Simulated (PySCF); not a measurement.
Isomers of C6H7P, one GFN2-xTB conformer each. Single-point energies are computed at PBE0/pcSseg-1 (PySCF, gas phase, no added dispersion term), electronic only.

| SMILES | GFN2-xTB relative energy (kcal/mol) |
| --- | --- |
| Cc1cccpc1 | 0.0 |
| Cc1ccpcc1 | 0.3 |

Q: What does PBE0/pcSseg-1 give for the same structures?

A: 
```tsv
SMILES	PBE0/pcSseg-1 E (Eh)	PBE0/pcSseg-1 (kcal/mol)	GFN2-xTB (kcal/mol)	point group
Cc1ccpcc1	-573.73913	0.0	0.3	near Cs
Cc1cccpc1	-573.73894	0.1	0.0	near Cs
```

GFN2-xTB puts Cc1cccpc1 lowest instead. Neighbours under 2.5 kcal/mol apart (Cc1ccpcc1 and Cc1cccpc1) can change places with a better method, another conformer or zero-point energy.

Q: Which frontier levels, dipoles and rotational constants go with these structures?

A: 
```tsv
SMILES	HOMO (eV, PBE0/pcSseg-1)	LUMO (eV)	dipole (D)	A, B, C (MHz)
Cc1ccpcc1	-6.88	-1.34	2.24	5047, 1776, 1324
Cc1cccpc1	-7.03	-1.43	2.05	4056, 2024, 1362
```
